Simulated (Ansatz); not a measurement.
CH$_{5}$GeN, SMILES `[CH2]1[NH][GeH2]1` at its PBE0-D4/def2-TZVP geometry, where that method's forces vanish. The species carries charge 0 and has multiplicity 1.

```xyz
8

C    -0.9404   -0.1613    0.1816
N     0.1375    0.3610    1.0426
Ge    0.8113   -0.2970   -0.5844
H    -1.4292   -1.0500    0.5706
H    -1.6313    0.5455   -0.2738
H     0.1142    1.3728    1.0990
H     1.2293    0.7447   -1.6180
H     1.7087   -1.5156   -0.4176
```

Q: What forces (eV/Å) does PBE-D4/def2-TZVPP give on these atoms in Ansatz 0.2.0? (Best estimate.)

A: Ansatz gave: 
```
C1  -0.251  0.006 -0.015
N2   0.097 -0.128  0.553
Ge3  0.265 -0.158 -0.426
H4  -0.098 -0.205  0.060
H5  -0.161  0.136 -0.118
H6   0.007  0.360  0.007
H7   0.035  0.116 -0.105
H8   0.106 -0.127  0.043
```
